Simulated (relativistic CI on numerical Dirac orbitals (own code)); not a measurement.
# Mn⁴⁺ in a cubic cluster: 3s photoemission with charge transfer

Computed with a charge-transfer multiplet model of a cubic metal-ligand cluster with up to 2 ligand holes, Slater and spin-orbit integrals from Dirac-Coulomb-Breit ions, Slater integrals scaled by 0.7. The ground state mixes d3 with configurations of k ligand holes L, whose averages lie at kΔ + k(k − 1)U_dd/2; a core hole lowers each added d electron by U_cd. 300 K, Lorentzian 1.4 eV and Gaussian 0.8 eV FWHM.

Atomic integrals in eV (Slater integrals scaled, ζ unscaled), ground: F2dd 8.643, F4dd 5.438, zeta_d 0.050; with the core hole: F2dd 9.291, F4dd 5.873, zeta_d 0.058, G2cd 9.018.

Cluster parameters (eV): Δ = 1.1, U_dd = 5.5, 10Dq = 0.8, 10Dq(ligand) = 0.1, V(eg) = 1.55, V(t2g) = -0.84, final-state hopping factor = 1.

```
         Case   n_d    d3   d4L  d5L2     S
U_cd = 6.8 eV  3.66  0.42  0.51  0.07  1.50
U_cd = 7.4 eV  3.66  0.42  0.51  0.07  1.50
  U_cd = 8 eV  3.66  0.42  0.51  0.07  1.50
```

Weights, n_d and S are thermal averages at 300 K. Binding energies count from the first peak over 30 % of the highest in each spectrum, which can be another peak from case to case. The parameters are a model scan and need not match a compound or its usual spin state. Peaks in eV (height, largest 100):
- U_cd = 6.8 eV: 0.0 (96), 3.5 (79), 9.3 (100), 17.2 (24), 21.7 (8)
- U_cd = 7.4 eV: 0.0 (88), 3.6 (85), 9.5 (100), 15.6 (27), 17.4 (29), 22.5 (10)
- U_cd = 8 eV: 0.0 (81), 3.7 (88), 9.6 (100), 16.3 (32), 17.5 (36), 23.4 (13)

Curve for U_cd = 7.4 eV (points under 2 left out, the grid thinned):

E (eV), Intensity and a bar:
```
     -3.7        4.9 #
     -3.1        6.5 #
     -2.4       10.0 ##
     -1.8       16.2 ####
     -1.1       34.3 ##########
     -0.5       68.0 #####################
      0.2       85.9 ##########################
      0.8       54.9 #################
      1.5       31.3 #########
      2.1       30.7 #########
      2.8       51.9 ################
      3.4       81.8 #########################
      4.1       69.3 #####################
      4.7       41.4 ############
      5.4       26.9 ########
      6.0       21.8 ######
      6.7       21.3 ######
      7.3       27.1 ########
      8.0       45.7 ##############
      8.6       71.0 ######################
      9.3       98.0 ##############################
      9.9       90.8 ############################
     10.5       60.9 ##################
     11.2       39.3 ############
     11.8       33.9 ##########
     12.5       29.2 ########
     13.1       23.3 #######
     13.8       19.3 #####
     14.4       19.5 #####
     15.1       24.5 #######
     15.7       26.6 ########
     16.4       24.6 #######
     17.0       27.1 ########
     17.7       27.7 ########
     18.3       18.7 #####
     19.0        9.9 ##
     19.6        6.5 #
     20.3        5.1 #
     20.9        5.1 #
     21.6        6.9 ##
     22.2        9.7 ##
     22.9        9.5 ##
     23.5        5.8 #
     24.2        3.0 
     24.8        2.1
```

For the case U_cd = 6.8 eV, Δ = 1.1 eV is smaller than U_dd = 5.5 eV, the charge-transfer side of the Zaanen-Sawatzky-Allen scheme. With the core hole the configuration with one ligand hole lies at Δ − U_cd = -5.7, -6.3, -6.9 eV from the one without, in the order of the table; where this is negative the screened configuration lies lower.

With at most 2 ligand holes the space is cut while the next configuration still counts, so covalency is underestimated, and a final configuration with one more ligand hole, which can lie low, is missing from the spectra.

Without intra-shell correlation the exchange splitting of the 3s hole comes out too large.
